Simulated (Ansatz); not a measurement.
C$_{2}$H$_{7}$FOSeSi, SMILES `CO[Si](C)(F)[SeH]`, relaxed with RKS PBE0-D4/def2-TZVP in Ansatz from a GFN2-xTB geometry. The force threshold is 0.005 eV/Å; the program also tests the step.

Total charge 0; spin multiplicity 1.

Start:

```xyz
13

C    -1.761   -0.807    1.035
O    -1.282    0.289    0.312
Si    0.022    0.427   -0.618
C     1.604    1.007    0.246
F    -0.439    1.583   -1.632
Se    0.320   -1.535   -1.750
H    -2.834   -0.673    1.171
H    -1.581   -1.742    0.495
H    -1.273   -0.860    2.010
H     2.345    1.316   -0.485
H     2.047    0.227    0.859
H     1.393    1.859    0.883
H     1.437   -1.090   -2.527
```

```csv
step,energy (eV),largest force (eV/Å),largest move (Å)
1,-80168.4292,1.006,0.000
2,-80168.4914,0.353,0.143
3,-80168.5129,0.265,0.061
4 (rejected),-80168.5075,0.837,0.136
5,-80168.5216,0.104,0.067
6,-80168.5232,0.109,0.022
7,-80168.5251,0.134,0.042
8,-80168.5278,0.165,0.084
9,-80168.5295,0.179,0.046
10 (rejected),-80168.5286,0.355,0.095
11,-80168.5336,0.080,0.046
12,-80168.5375,0.131,0.098
13,-80168.5406,0.066,0.055
14,-80168.5421,0.057,0.070
15 (rejected),-80168.5407,0.098,0.048
16,-80168.5425,0.035,0.024
17,-80168.5426,0.011,0.014
18 (rejected),-80168.5426,0.024,0.005
19,-80168.5426,0.001,0.003
20,-80168.5426,0.004,0.006
```

End:

```xyz
13

C    -1.624   -0.763    1.061
O    -1.409    0.269    0.125
Si   -0.067    0.503   -0.761
C     1.447    0.879    0.232
F    -0.406    1.775   -1.653
Se    0.210   -1.335   -2.076
H    -2.680   -0.755    1.336
H    -1.375   -1.744    0.642
H    -1.027   -0.606    1.966
H     2.302    1.076   -0.419
H     1.702    0.045    0.888
H     1.272    1.767    0.844
H     1.657   -1.112   -2.185
```

It took 66 s on 2 threads of an AMD EPYC 7R13 on a shared host and a share of an NVIDIA H100 80 GB, with 0.94 GiB of host memory at the peak.
